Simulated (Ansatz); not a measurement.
Reaction (ligand exchange at a Ge–O bond): `[F][Ge][O][SiH3]` + H₂S → `[F][Ge][SH]` + `O[SiH3]`

Computed with Ansatz on PBE0-D4/def2-TZVP structures; ΔE is electronic, products minus reactants. CBS: MP2 limit from def2 TZ/QZ plus the TZ coupled-cluster correction, frozen cores. This one scheme is used for every species. For Ge outer-core shells are correlated without core-valence functions, which leaves a few kJ/mol of doubt a bond. Scalar relativity is left out up to krypton. One conformer a species, not always the lowest.

```json
{"species": "`[F][Ge][O][SiH3]`", "CCSD(T)/CBS(def2) energy (Eh)": "-2542.06230"}
{"species": "H₂S", "CCSD(T)/CBS(def2) energy (Eh)": "-398.97279"}
{"species": "`[F][Ge][SH]`", "CCSD(T)/CBS(def2) energy (Eh)": "-2574.33845"}
{"species": "`O[SiH3]`", "CCSD(T)/CBS(def2) energy (Eh)": "-366.69042"}
```

Task: Work out ΔE.

Result: ΔE = (-2574.33845) + (-366.69042) − (-2542.06230) − (-398.97279) = 0.00622 Eh = +16.3 kJ/mol.

Largest T1 diagnostic among the species: 0.015.

In def2-TZVPP, CCSD(T) changes the Hartree–Fock value by −3.5 kJ/mol (the triples alone add −1.6 kJ/mol) and MP2 by −4.3 kJ/mol. At CCSD(T), def2-SVP lies +17.1 kJ/mol from the extrapolated value and def2-TZVPP +4.1 kJ/mol. From BLYP to BHLYP (50 % exact exchange), in def2-TZVPP and without D4, ΔE moves by +6.7 kJ/mol.
